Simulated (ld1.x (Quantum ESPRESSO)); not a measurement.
## Building the PAW potential for sulfur (S) (PBEsol, non-relativistic).

ld1.x (Quantum ESPRESSO) 7.5 input, shortened:

```
&input
   title='S', zed=16., rel=0, dft='PBESOL', iswitch=3,
   config='[Ne] 3s2 3p4 3d-2'
 /
 &inputp
   pseudotype=3, lpaw=.true., tm=.true., lloc=-1, rcloc=0.90,
   nlcc=.true., new_core_ps=.true., rcore=0.50,
   which_augfun='PSQ', rmatch_augfun_nc=.true.
 /
5
2S  1  0   2.00   0.00  0.65  0.75  0.0
3S  2  0   2.00   0.00  0.65  0.75  0.0
2P  2  1   6.00   0.00  0.80  1.00  0.0
3P  3  1   4.00   0.00  0.80  1.00  0.0
3D  3  2  -2.00   0.05  0.70  0.75  0.0
 &test
   configts(1)='2s2 2p6 3s2 3p4'
 /
```

All-electron outer shells of the reference configuration (PBEsol, non-relativistic, ld1.x):

```
shell  level (eV)  outermost node (bohr)  outermost maximum (bohr)
   1s    -2393.40                      –                      0.06
   2s     -209.97                   0.13                      0.39
   2p     -156.30                      –                      0.33
   3s      -17.08                   0.60                      1.42
   3p       -6.99                   0.58                      1.61
```

Question: Estimate the cutoffs (Ry, on a coarse ladder) from which the occupation-weighted sum of valence levels, in a spherical-Bessel basis at the reference potential, stays within 10 and 1 mRy of its value at 400 Ry.

Answer: 140 Ry and 200 Ry.

Question: Does the potential have ghost states?

Answer: No extra level below or beside the all-electron valence levels (s, p, d, f tested).

Question: Is the overlap operator S = 1 + Σ q|β⟩⟨β| positive definite (Bessel basis up to 400 Ry)?

Answer: Yes: its lowest eigenvalue is 0.29 (s channel).

Question: Which valence shell sets the plane-wave cutoff?

Answer: 3s: its level needs 160 Ry to come within 1 mRy, against 120 Ry for 2s.

Question: Tests: 2s2 2p6 3s2 3p3; 2s2 2p6 3s2 3p2; 2s2 2p6 3s2 3p1; 2s2 2p6 3s2 3p0; 2s2 2p6 3s0 3p6; 2s2 2p6 3s1 3p5; 2s2 2p6 3s2 3p4.3. Which has the largest error in its energy relative to the reference configuration, and how large is it?

Answer: 2s2 2p6 3s2 3p1, with -5.8 meV (all-electron minus pseudo) on +68.01 eV.
